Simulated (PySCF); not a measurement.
SMILES N[SiH2]B(O)O (H6BNO2Si), GFN2-xTB optimised geometry.

```
11

N      1.61    -1.15     0.00
Si    -0.13    -1.15     0.00
B     -0.66     0.75     0.00
O      0.13     1.77     0.43
O     -1.90     1.09    -0.43
H      2.09    -0.64    -0.73
H      2.08    -2.03     0.12
H     -0.42    -1.90     1.24
H     -0.71    -1.98    -1.07
H      1.00     1.52     0.75
H     -2.09     2.03    -0.38
```

Density from PySCF 2.14.0 with PBE/def2-TZVP at that geometry.

Minimum of the electron density along straight lines between bonded atoms, close to the bond critical point (lines longer than 1.1 times the sum of covalent radii, or with two minima, are not listed):

```tsv
bond	length / Å	ρ at the minimum / e bohr⁻³	∇²ρ there / e bohr⁻⁵	position (fraction from the first atom)
N1–Si2	1.745	0.126	0.50	0.60
Si2–B3	1.970	0.119	-0.04	0.39
B3–O4	1.367	0.205	0.88	0.33
B3–O5	1.351	0.215	0.97	0.33
N1–H6	1.009	0.335	-1.56	0.73
N1–H7	1.008	0.336	-1.59	0.73
Si2–H8	1.474	0.121	0.16	0.50
Si2–H9	1.479	0.121	0.16	0.49
O4–H10	0.956	0.364	-2.51	0.81
O5–H11	0.961	0.359	-2.43	0.80
```
